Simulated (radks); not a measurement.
Spherical quantum dot in the effective-mass picture: electrons in a hard-walled sphere of radius 3.43, all in effective atomic units (hartree* = m*/eps^2 hartree, bohr* = eps/m* bohr), one dielectric constant everywhere. Method: non-relativistic Kohn-Sham, LDA (Slater exchange, Perdew-Wang correlation), spin-polarised, spherical densities; computed with a radial shooting solver with Libxc functionals. Levels are named by radial order and angular momentum (1s, 1p, 1d, 2s, ...), and open shells are averaged over m.

N = 20, configuration 1s2 1p6 1d10 1f(up 2, down 0). This is the lowest configuration that the search found. Occupied and some empty levels:

level    occupation  eigenvalue (hartree*)  <r> (bohr*)
1s up             1                 7.8826        2.256
1s down           1                 7.9082        2.249
1p up             3                 8.1189        2.364
1p down           3                 8.1466        2.360
1d up             5                 8.5165        2.451
1d down           5                 8.5455        2.449
1f up             2                 9.0540        2.521
1f down           0                 9.0840        2.520
2s up             0                 9.3332        1.545
2s down           0                 9.3435        1.546
1g up             0                 9.7195        2.580
1g down           0                 9.7501        2.580
2p up             0                 10.085        1.798
2p down           0                 10.099        1.797
2d up             0                 10.970        1.959
2d down           0                 10.987        1.958

Energy (hartree*): total 94.5971, kinetic 27.571, external 0, Hartree 76.259, exchange-correlation -9.2324.
